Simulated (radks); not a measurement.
The barium ion Ba40+, configuration [Ne] 3s2 3p4 (the NIST ground configuration). Calculated with a radial shooting solver on a logarithmic mesh with Libxc functionals: Dirac Kohn-Sham, Slater X-alpha with alpha = 0.901, spin-unpolarised, spherical densities, finite nucleus; open shells fill j = l - 1/2 first; Fermi nuclear charge, rms radius 4.8378 fm.

Unscreened Slater integrals over Kohn-Sham orbitals (hartree). Large and small components are both included.

integral           value
F0(3p3/2,3p3/2)   3.4766
F2(3p3/2,3p3/2)   1.7413
F0(3p3/2,3p1/2)   3.5366
G2(3p3/2,3p1/2)   1.7511
F0(3p3/2,3s1/2)   3.4367
G1(3p3/2,3s1/2)   2.2199
F0(3p3/2,2p3/2)   4.5972
F2(3p3/2,2p3/2)   1.1900
G0(3p3/2,2p3/2)  0.47388
G2(3p3/2,2p3/2)  0.52203
F0(3p1/2,3p1/2)   3.6013
F0(3p1/2,3s1/2)   3.4932
G1(3p1/2,3s1/2)   2.2057
F0(3p1/2,2p3/2)   4.7353
G2(3p1/2,2p3/2)  0.51603
F0(3s1/2,3s1/2)   3.4065
F0(3s1/2,2p3/2)   4.4585
G1(3s1/2,2p3/2)  0.45648
F0(2p3/2,2p3/2)   9.4683
F2(2p3/2,2p3/2)   4.5159
